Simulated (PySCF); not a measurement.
# Relaxation of doublet TeF3

These are results of UPBE0 in PySCF with Te def2-TZVP with ECP28, F def2-TZVP; scalar-relativistic core potentials, no spin–orbit coupling; density-fitted integrals, not measurements. A (50,194) grid was used.

A hand-made T-shaped start, of C2v symmetry, held to at least that symmetry:

```xyz
4
charge 0 multiplicity 2, angstrom
Te    0.0000    0.0000   -0.2175
F     0.0000    0.0000    1.7825
F     1.9988    0.0000   -0.1477
F    -1.9988    0.0000   -0.1477
```

Optimiser trace:
```json
{"step": "0", "E − E(last) (kJ/mol)": "31.90", "largest gradient (Eh/bohr)": "0.05481"}
{"step": "1", "E − E(last) (kJ/mol)": "3.03", "largest gradient (Eh/bohr)": "0.01251"}
{"step": "2", "E − E(last) (kJ/mol)": "0.35", "largest gradient (Eh/bohr)": "0.00326"}
{"step": "3", "E − E(last) (kJ/mol)": "0.02", "largest gradient (Eh/bohr)": "0.00102"}
{"step": "4", "E − E(last) (kJ/mol)": "0.00", "largest gradient (Eh/bohr)": "0.00018"}
{"step": "5", "E − E(last) (kJ/mol)": "0.00", "largest gradient (Eh/bohr)": "0.00011"}
```

It ends at C2v with Te–F 1.859 Å, Te–F 1.940 Å (×2); F–Te–F 84.0° (×2), F–Te–F 168.0° (after a last refinement on a finer grid). A frequency run shows a minimum. Other isomers or separated fragments may lie lower.

Spin–orbit coupling, left out here, can matter for elements this heavy.

The relaxation took about 2.1 core-minutes on a shared host.
